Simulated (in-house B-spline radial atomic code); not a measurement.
Values are calculated unless marked as measured or tabulated.
Making a Troullier-Martins d channel for Ti, r_c = 3.33 bohr

Ti, [Ar] 3d2 4s2, non-relativistic PBE, spherical and spin-unpolarised, from an all-electron radial atomic-structure program (B-spline basis) (atomic units). The all-electron 3d level is ε = -0.162276 hartree and its outer maximum at 0.98 bohr.

Inside r_c the pseudo-orbital is u(r) = r^3 exp(p(r)), with p = c0 + c2 r² + c4 r⁴ + … + c12 r¹². The seven coefficients follow from p and its first four derivatives at r_c, from zero curvature of the screened potential at the origin, c4 = −c2²/(2l + 5), and from the norm inside r_c. At r_c the all-electron orbital has P = 0.2584205, P' = -0.1399809, the screened potential V = -0.2974024, V' = 0.1678867, V'' = -0.1181976, and the norm inside is Q = 0.9401367.

(1) What are p, p' and p'' at r_c?

For a trial c2 the five matching conditions are linear in c0, c6, c8, c10 and c12, and c2 is varied until the norm inside r_c equals Q. The root nearest zero gives:

| n | c_n |
| --- | --- |
| 0 | 0.3657816 |
| 2 | -0.7326435 |
| 4 | -0.05964072 |
| 6 | 0.02377838 |
| 8 | -0.002578567 |
| 10 | 0.0001258392 |
| 12 | -2.368356e-06 |

(2) Check c4 and p(r_c), and find the screened pseudopotential at the origin.

Orbitals and screened potentials:

| r (bohr) | P | u | V all-electron | V pseudo |
| --- | --- | --- | --- | --- |
| 0.333 | 0.3365 | 0.04905 | -29.2 | -5.277 |
| 0.832 | 0.7575 | 0.4895 | -5.766 | -4.849 |
| 1.332 | 0.7174 | 0.8586 | -2.074 | -3.274 |
| 1.832 | 0.5726 | 0.7213 | -0.9898 | -1.232 |
| 2.331 | 0.4407 | 0.4795 | -0.574 | -0.2018 |
| 2.83 | 0.338 | 0.34 | -0.3999 | -0.2166 |
| 3.33 | 0.2584 | 0.2584 | -0.2974 | -0.2974 |

Logarithmic derivatives P'/P at R = 3.63 bohr, for energies E around ε:

```csv
E − ε (hartree),all-electron,pseudo
-0.5,1.11859,1.15259
-0.25,0.836777,0.880186
-0.1,0.522191,0.562019
0,-0.548889,-0.548888
0.1,1.25928,1.50156
0.25,0.614839,0.806583
0.5,0.0603674,0.367273
```

Answers

(1) p = ln(P/r_c^3) = ln(0.2584205/36.926) = -4.96208. p' = P'/P − 3/r_c = -0.54168 − 0.90090 = -1.44258. The radial equation gives p'' = 2(V − ε) − 2(3) p'/r_c − p'² = -0.27025 − (-2.59924) − 2.08104 = 0.24795. Differentiating, p''' = 2V' + 2(3)p'/r_c² − 2(3)p''/r_c − 2p'p'' = -0.17616, and p'''' = 2V'' − 4(3)p'/r_c³ + 4(3)p''/r_c² − 2(3)p'''/r_c − 2p''² − 2p'p''' = 0.18693.

(2) −c2²/9 = -0.0596407, as listed. The terms c_n r_c^n are 0.36578, -8.12421, -7.33364, 32.42258, -38.98811, 21.09882, -4.40330, which sum to -4.96208. Inverting the radial equation, V_l(r) = ε + 3 p'/r + (p'' + p'²)/2, so V_l(0) = ε + (2l + 3) c2 = -0.162276 + 7 × (-0.732644) = -5.2908 hartree, finite where the all-electron potential diverges.
